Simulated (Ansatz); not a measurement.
| atom | x (Å) | y (Å) | z (Å) |
| --- | --- | --- | --- |
| N | 1.1824 | 0.0000 | 0.0000 |
| C | 0.3654 | 1.1245 | 0.0000 |
| C | -0.9566 | 0.6950 | 0.0000 |
| C | -0.9566 | -0.6950 | 0.0000 |
| C | 0.3654 | -1.1245 | 0.0000 |
| H | 2.1974 | 0.0000 | 0.0000 |
| H | 0.7022 | 2.1612 | 0.0000 |
| H | -1.8384 | 1.3357 | 0.0000 |
| H | -1.8384 | -1.3357 | 0.0000 |
| H | 0.7022 | -2.1612 | 0.0000 |

Basis set: 6-31G* (spherical functions). Left uncorrelated: 5 orbitals. Charge 0, multiplicity 1.

Computed with Ansatz (development build ahead of 0.2.0); each method stands on the lowest determinant of its kind that the runs found. Restricted open shells among the atoms or ions are ROHF, correlated in semicanonical orbitals with singles.

The atomization energy at this shape (free ground-state atoms in the same class of orbitals less the molecule, no zero-point energy) of singlet C4H5N:

```
method  atomization energy
   RHF            33.15 eV
```

Q: What does RHF-MP2 give?

A: 43.49 eV.
